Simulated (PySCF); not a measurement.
Match each property card to its molecule.

Structures:
1. `CC[N+](C)(C)[AlH3-2][N+](C)(C)CC`
2. `C[Se]/C(F)=C/C#N`
3. `CP(C)C=C`

Card P (geometry PBE0-D3(BJ)/def2-SVP):
- Rotational constants A, B, C: 5.421, 3.070, 2.372 GHz
- Static isotropic polarisability (PBE0/def2-SVPD): 78.6 au
- Dipole moment (PBE0/def2-SVPD): 1.23 D
- Strongest line among the 10 lowest singlet transitions (TDDFT PBE0/def2-SVPD): S1 at 5.24 eV (236 nm, f = 0.171)
- Lowest singlet excitation (TDDFT PBE0/def2-SVPD): 5.24 eV (236 nm, f = 0.171)

Card Q (geometry PBE0-D3(BJ)/def2-SVP):
* Rotational constants A, B, C: 5.218, 0.874, 0.766 GHz
* Static isotropic polarisability (PBE0/def2-SVPD): 87.9 au
* Dipole moment (PBE0/def2-SVPD): 5.62 D
* Lowest singlet excitation (TDDFT PBE0/def2-SVPD): 4.51 eV (275 nm, f = 0.174)
* Point group: C1
* HOMO energy (PBE0/def2-SVPD): -7.03 eV

Card R (geometry PBE0-D3(BJ)/def2-SVP):
* Rotational constants A, B, C: 1.511, 0.405, 0.372 GHz
* Static isotropic polarisability (CAM-B3LYP/def2-SVPD): 149.9 au
* Lowest singlet excitation (TDDFT CAM-B3LYP/def2-SVPD): 6.79 eV (183 nm, f = 0.042)
* HOMO energy (CAM-B3LYP/def2-SVPD): -8.11 eV
* Point group: C1

All species are isolated and taken at one optimised geometry, non-relativistic unless stated; the electronic structure was computed with PySCF and density fitting.

Which card belongs to which structure?

P = 3, Q = 2, R = 1. What ties each card to its structure:
- 1 (card R), C8H25AlN2, monoisotopic mass 176.2 u, 11 heavy atoms: an asymmetric top with C = 0.372 GHz, the lowest such constant on the cards; polarisability 149.9 au for 100 electrons.
- 2 (card Q), C4H4FNSe, monoisotopic mass 164.9 u, 7 heavy atoms: an asymmetric top with C = 0.766 GHz; polarisability 87.9 au for 78 electrons; dipole 5.62 D.
- 3 (card P), C4H9P, monoisotopic mass 88.0 u, 5 heavy atoms: an asymmetric top with C = 2.372 GHz, the highest such constant on the cards; polarisability 78.6 au for 48 electrons; dipole 1.23 D.
